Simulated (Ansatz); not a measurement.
Breaking a bond: Mg2, singlet.

Calculation: Ansatz (an electronic-structure program) with full CI/cc-pVQZ, frozen core.

Problem. Relative to R = 3.83 Å, what are the energies at R = 2.89, 3.40, 6.38, 9.80 Å?

Solution. 0.250 eV at 2.89 Å, 0.027 eV at 3.40 Å, 0.045 eV at 6.38 Å, 0.053 eV at 9.80 Å.
